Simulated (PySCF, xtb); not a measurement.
C2H5NOSi, SMILES N[Si@H](O)C#C. The values are those of a single conformer.

Harmonic wavenumbers (cm⁻¹) from GFN2-xTB run with xtb at its own minimum, in rising order: 116, 152, 216, 242, 295, 313, 325, 562, 624, 660, 667, 684, 688, 802, 833, 876, 928, 1531, 2219, 2266, 3351, 3477, 3521, 3679.

Task: What does B3LYP-D3(BJ)/def2-SVP (PySCF 2.14.0) give at its own minimum? (The exact figures need the calculation; the answer reports its results.)

Result: 120, 143, 174, 260, 296, 346, 389, 414, 607, 734, 743, 744, 799, 847, 894, 920, 941, 1531, 2151, 2269, 3455, 3582, 3681, 3859. Paired by order, the mean absolute difference is 60 cm⁻¹ and the zero-point energies are 41.5 and 42.7 kcal/mol.
